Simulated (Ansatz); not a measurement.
A CCSD(T) single point on `[OH][Zn-]1[O]C=CC=[O+]1`.

```yaml
crystal:
  periodic: [false, false, false]
  atoms:
    - {symbol: O, position_ang: [-0.614732, -3.293157, 0.534151]}
    - {symbol: Zn, position_ang: [-0.291644, -1.553252, 0.238020]}
    - {symbol: O, position_ang: [0.170166, -0.049725, 1.395135]}
    - {symbol: C, position_ang: [0.354183, 1.115709, 0.946521]}
    - {symbol: C, position_ang: [0.270916, 1.537234, -0.377708]}
    - {symbol: C, position_ang: [-0.040215, 0.702145, -1.447167]}
    - {symbol: O, position_ang: [-0.292076, -0.534326, -1.410210]}
    - {symbol: H, position_ang: [-0.551611, -3.540193, 1.458125]}
    - {symbol: H, position_ang: [0.608701, 1.875820, 1.696977]}
    - {symbol: H, position_ang: [0.460292, 2.580976, -0.589019]}
    - {symbol: H, position_ang: [-0.073990, 1.158779, -2.444834]}
basis:
  gaussian: {orbitals: def2-SVP}
correlation: {method: ccsd_t, frozen_orbitals: {C: 1, H: 0, O: 1, Zn: 9}}
```

```sh
$ ansatz run in.yaml --threads 4 --pin off --events-out ev --progress --plain --max-ram 11315MiB
```

Output of Ansatz, abridged:

```
Functional definition: HF
1328 factors; integrals over basis functions are off by at most 1.4e-3 eV
mean field evaluation 1: about -57624.1127 eV, gradient 5.4e1 eV
mean field evaluation 2: about -57624.3024 eV, gradient 5.4e1 eV
mean field evaluation 4: about -57630.0368 eV, gradient 4.7e0 eV
mean field evaluation 8: about -57630.1170 eV, gradient 4.7e-1 eV
mean field -57630.11784023 eV, -2117.8677675315 hartree, gradient 2.5e-6 eV, S^2 0.000000; 0 other end points of the search recorded, 0 dependent functions left out
15 core orbitals not correlated: weight in the atoms' cores, before any rotation towards them, 1.000 or more for the frozen orbitals, at most 0.000 for the correlated occupied ones
reference -57630.11784023 eV, -2117.8677675315 hartree; 23, 23 occupied and 97, 97 virtual orbitals, 1328 factors
second order -33.55436732 eV of doubles, -0.00000000 eV of singles
cycle   1  -32.59715917 eV  change    9.6e-1 eV  update   1.6e-1
cycle   2  -33.54577250 eV  change   -9.5e-1 eV  update   5.2e-2
cycle   3  -33.78081664 eV  change   -2.4e-1 eV  update   3.0e-2
cycle   4  -33.76476487 eV  change    1.6e-2 eV  update   9.0e-3
cycle   5  -33.75260875 eV  change    1.2e-2 eV  update   4.4e-3
cycle   6  -33.75366039 eV  change   -1.1e-3 eV  update   1.3e-3
cycle   7  -33.75359582 eV  change    6.5e-5 eV  update   5.2e-4
cycle   8  -33.75333120 eV  change    2.6e-4 eV  update   1.8e-4
cycle   9  -33.75333679 eV  change   -5.6e-6 eV  update   7.1e-5
cycle  10  -33.75343937 eV  change   -1.0e-4 eV  update   3.4e-5
cycle  11  -33.75339688 eV  change    4.2e-5 eV  update   1.7e-5
perturbative correction -1.07321596 eV, -0.0394399590 hartree
Total energy: -57664.94445306 eV, -2119.1476219469 hartree
```

It took 28 s on 4 threads of an Arm Neoverse V1 on a shared host, with 1 GiB of host memory at the peak.

The correlation energy is -34.827 eV, 3.1 % of it from (T); the T1 diagnostic reads 0.0186.
